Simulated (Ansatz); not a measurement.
One change: `F[Si](F)(Cl)N[SiH2]Cl` becomes `F[Si](F)(Cl)Cl`.

Ansatz, PBE0-D4/def2-TZVP geometries, multiplicity 1. Each molecule was computed in one conformer, which needn't be the lowest.

| property | `F[Si](F)(Cl)N[SiH2]Cl` |
| --- | --- |
| LUMO energy (PBE0/def2-TZVPP) / eV | -0.03 |
| LUMO energy (PBE/def2-TZVPP) / eV | -0.90 |
| HOMO–LUMO gap (PBE/def2-TZVPP) / eV | 6.54 |
| HOMO energy (PBE/def2-TZVPP) / eV | -7.44 |
| HOMO–LUMO gap (PBE0/def2-TZVPP) / eV | 8.87 |
| size of the dipole moment (B3LYP/def2-TZVPP) / D | 2.04 |

Problem. Give the same properties after the change, and the shifts. (An estimate is asked.)

Solution. The calculation gave: 
```
                                        property  `F[Si](F)(Cl)Cl`  shift
              LUMO energy (PBE0/def2-TZVPP) / eV              0.12   0.15
               LUMO energy (PBE/def2-TZVPP) / eV             -0.95  -0.05
             HOMO–LUMO gap (PBE/def2-TZVPP) / eV              7.50   0.96
               HOMO energy (PBE/def2-TZVPP) / eV             -8.45  -1.01
            HOMO–LUMO gap (PBE0/def2-TZVPP) / eV             10.04   1.17
size of the dipole moment (B3LYP/def2-TZVPP) / D              0.69  -1.35
```

With PBE0 the HOMO falls by 1.04 eV and the LUMO rises by 0.15 eV, so the gap widens by about 1.19 eV. PBE moves the HOMO by -1.01 eV and ωB97M-V by -0.98 eV. Dipoles are sizes alone; their direction can turn.

B3LYP here is the variant with VWN-RPA as its local correlation; programs differ in this.
